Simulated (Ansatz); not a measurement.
Complex: CH2O (SMILES C=O) (first 4 atoms) with GeH4 (SMILES [GeH4]); geometry from B3LYP-D3(BJ)/def2-TZVP, rigid monomers moved along the line of their centres of mass till O2···Ge5 is 4.55 Å.
(charge 0, multiplicity 1):
```xyz
9

C      0.49125    -0.57725     0.39054
O      0.43459     0.47642     0.96144
H      0.72650    -0.64478    -0.68852
H      0.31123    -1.53524     0.91435
Ge    -0.53462     0.05702     5.39063
H     -0.86780    -0.27014     6.85885
H     -0.51658    -1.26362     4.60257
H      0.84454     0.72336     5.32671
H     -1.61316     0.98927     4.82736
```

Interaction energies are E(AB) − E(A) − E(B) at the monomers' geometry in the complex; basis-set methods are counterpoise corrected.

Frozen-core correlation. Filled d and f shells under p-block atoms count as core.

Codes used: Ansatz (Gaussian orbitals). Each number belongs to the level named beside it.

**Question.** What interaction energy does r2SCAN/def2-TZVPPD give?

**Answer.** -0.3 kcal/mol

Ansatz is an electronic-structure program.
